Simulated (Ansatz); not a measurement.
Molecule: C6H11, net charge 0, doublet state. It need not be the lowest isomer of its formula. 
Coordinates optimised at B3LYP-D3(BJ)/def2-TZVP (Ansatz, a first-principles code):
SMILES: C=C(C)C[CH]C
```xyz
17

C      2.2594    -0.3517    -1.0017
C      1.4301     0.4297    -0.0503
C      0.4100    -0.2041     0.8386
C     -1.0142     0.0622     0.3877
C     -1.8516     0.7913     1.1202
C     -1.4083    -0.5291    -0.9349
H      3.1172     0.2202    -1.3595
H      1.6906    -0.6617    -1.8927
H      2.6295    -1.2754    -0.5445
H      1.4329     1.5118    -0.1116
H      0.5770    -1.2870     0.8685
H      0.5193     0.1656     1.8638
H     -2.8649     0.9909     0.7934
H     -1.5513     1.2121     2.0721
H     -2.4496    -0.3164    -1.1748
H     -1.2691    -1.6145    -0.9314
H     -0.7837    -0.1349    -1.7409
```
Charge 0, spin multiplicity 2.

Quantity: atomisation energy (electronic, to ground-state atoms); the coupled-cluster value holds the core correlation from cc-pwCVTZ, in eV. Valence correlation only, unless marked. UHF or UKS for open shells. No spin-orbit coupling. No relativistic terms. Basis-set limits of correlation are two-point, X^-3; Hartree-Fock from the larger set. The bracket is a focal-point correction in the basis named.

Level to compare with: RI-MP2/CBS(cc-pVTZ,cc-pVQZ)+[CCSD(T)-MP2]/cc-pVTZ plus the core term (Ansatz), 71.35 eV. It is a level with limits of its own, and the differences hold the functionals' basis error too.

Task: Rank these functionals by how close they come to RI-MP2/CBS(cc-pVTZ,cc-pVQZ)+[CCSD(T)-MP2]/cc-pVTZ, closest first: revPBE/def2-TZVPD (Ansatz); SVWN5/def2-TZVPD (Ansatz); LC-wPBE/def2-TZVPD (Ansatz).

Result: LC-wPBE/def2-TZVPD (range-separated hybrid, 71.14 eV, difference -0.21), revPBE/def2-TZVPD (GGA, 70.05 eV, difference -1.30), SVWN5/def2-TZVPD (LDA, 80.75 eV, difference 9.40)
